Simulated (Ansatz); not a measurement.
Start from `CC(O)O[SiH3]` and change one atom or group to get `CC(O)[SiH3]`.

Ansatz, PBE0-D4/def2-TZVP geometries, multiplicity 1. Each molecule was computed in one conformer, which needn't be the lowest.

```
                                        property  `CC(O)O[SiH3]`
size of the dipole moment (B3LYP/def2-TZVPP) / D            1.35
            HOMO–LUMO gap (PBE0/def2-TZVPP) / eV            8.32
             HOMO–LUMO gap (PBE/def2-TZVPP) / eV            5.90
              HOMO energy (PBE0/def2-TZVPP) / eV           -8.08
             LUMO energy (B3LYP/def2-TZVPP) / eV            0.00
  size of the dipole moment (PBE/def2-TZVPP) / D            1.21
```

(1) What does the change do to each property? (Best estimate.)

Results:

(1) Computed: 
| property | `CC(O)[SiH3]` | shift |
| --- | --- | --- |
| size of the dipole moment (B3LYP/def2-TZVPP) / D | 1.95 | 0.60 |
| HOMO–LUMO gap (PBE0/def2-TZVPP) / eV | 8.57 | 0.25 |
| HOMO–LUMO gap (PBE/def2-TZVPP) / eV | 6.12 | 0.22 |
| HOMO energy (PBE0/def2-TZVPP) / eV | -7.97 | 0.11 |
| LUMO energy (B3LYP/def2-TZVPP) / eV | 0.30 | 0.30 |
| size of the dipole moment (PBE/def2-TZVPP) / D | 1.93 | 0.72 |

With PBE0 the HOMO rises by 0.11 eV and the LUMO rises by 0.36 eV, so the gap widens by about 0.25 eV. PBE moves the HOMO by 0.16 eV and ωB97M-V by 0.14 eV. Dipoles are sizes alone; their direction can turn.

B3LYP here is the variant with VWN-RPA as its local correlation; programs differ in this.
